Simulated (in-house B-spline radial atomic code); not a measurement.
Te⁺. Computed with a B-spline radial atomic code. Model: all-electron spherical atom, spin shells full or empty, radial basis limit, no spin-orbit coupling, Breit or QED, empty-state partial waves extrapolated as (l+1/2)^-4, RPA, G0W0 and static COHSEX of the highest shell as one setting changes (uncorrelated shells keep exact exchange).

Given: element Te; charge 1; filled core Kr; hamiltonian one-electron scalar X2C; mean-field start r2SCAN; highest l of empty states 9; nuclear rms radius 4.7423 fm; highest mean-field shell 5p up.

Shell: 4d 5 5, 5s 1 1, 5p 3 0 (electrons up and down).

```csv
natural log step of frequency grid,RPA correlation energy (hartree),G0W0 level (eV),G0W0 minus most complete (meV),RPA minus most complete (millihartree),linearised minus solved G0W0 (meV)
0.25,-3.941,-19.034,0,0,-28.8
0.4,-3.941,-19.034,0,0,-28.8
0.6,-3.941,-19.034,0,0,-28.8
0.9,?,?,?,?,?
1.3,?,?,?,?,?
1.8,-3.948,-19.02,14.5,-7.1,-24.4
2.5,-3.9482,-18.969,65,-7.3,-19.7
3.5,-3.9838,-19.028,6.8,-42.8,-27.5
```

Task: What follows for natural log step of frequency grid = 0.9?

Result: RPA correlation energy -3.941 hartree; G0W0 level -19.034 eV; G0W0 minus most complete 0 meV; RPA minus most complete -0.1 millihartree; linearised minus solved G0W0 -28.9 meV.

Task: What follows for natural log step of frequency grid = 1.3?

Result: RPA correlation energy -3.9416 hartree; G0W0 level -19.037 eV; G0W0 minus most complete -2.2 meV; RPA minus most complete -0.7 millihartree; linearised minus solved G0W0 -29.4 meV.
